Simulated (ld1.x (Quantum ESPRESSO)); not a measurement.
Before and after: ultrasoft potential for P

| Quantity | Value |
| --- | --- |
| Element | phosphorus (P) |
| Generator | ld1.x (Quantum ESPRESSO) 7.5 |
| Type | ultrasoft |
| Functional | PBE |
| Relativity | non-relativistic |
| Frozen core | [Ne] |
| Valence charge | 5 |
| Reference configuration | 3s2 3p3 |
| Partial waves | 3s (bound): rcut 1.10, rcutus 1.55 bohr; 3s channel at 1.25 Ry: rcut 1.10, rcutus 1.55 bohr; 3p (bound): rcut 1.55, rcutus 1.95 bohr; 3p channel at 1.8 Ry: rcut 1.55, rcutus 1.95 bohr; 3d channel at 0.15 Ry: rc 2.05 bohr |
| Local potential | the d channel |
| Core correction | Bessel-smoothed model core, default radius (core density twice the valence density) |
| Augmentation charge | PSQ, radius 1.15 bohr |

Change: core correction none.

Cutoffs: the cutoffs (Ry, on a coarse ladder) from which the occupation-weighted sum of valence levels, in a spherical-Bessel basis at the reference potential, stays within 10 and 1 mRy of its value at 400 Ry; they do not see the model core or the augmentation charge, which bear on the density cutoff. Errors are all-electron minus pseudo energies relative to the spin-unpolarised reference configuration.

**Question.** How do hardness, ghosts and transferability respond?

**Answer.** The potential gets neither clearly harder nor softer (15 Ry and 21 Ry → 15 Ry and 21 Ry); of the 7 tests that both files solve, the error grows in 2 and shrinks in 2 by more than 15 % and 0.3 meV (median size 1.4 → 0.8 meV); neither file shows a bound ghost. The default core radius of the base comes out at 0.99 bohr.

| quantity | base | changed |
| --- | --- | --- |
| cutoff, loose | 15 Ry | 15 Ry |
| cutoff, tight | 21 Ry | 21 Ry |
| bound ghosts | none | none |
| error for 3s2 3p2, meV [ΔE 9.74 eV] | +0.6 | -0.8 |
| error for 3s2 3p1, meV [ΔE 28.90 eV] | +3.9 | -4.9 |
| error for 3s2 3p0, meV [ΔE 58.65 eV] | +13 | -8.9 |
| error for 3s2 3p3.3, meV [ΔE -1.31 eV] | 0.0 | -0.1 |
| error for 3s2 3p2.5, meV [ΔE 3.78 eV] | +0.1 | -0.1 |
| error for 3s1 3p0, meV [ΔE 110.53 eV] | -15 | +68 |
| error for 3s1 3p4, meV [ΔE 8.45 eV] | -1.4 | +0.3 |
| s: phases at 2.25 bohr within 0.05 rad from the reference energy up to (Ry; the scan ends near 5) | 3.5 | 3.5 |
| p: phases at 2.25 bohr within 0.05 rad from the reference energy up to (Ry; the scan ends near 5) | to the end of the scan | to the end of the scan |
| d: phases at 2.25 bohr within 0.05 rad from the reference energy up to (Ry; the scan ends near 5) | 4.0 | 4.0 |
| lowest overlap eigenvalue by channel | s 0.32, p 0.78 | s 0.32, p 0.78 |
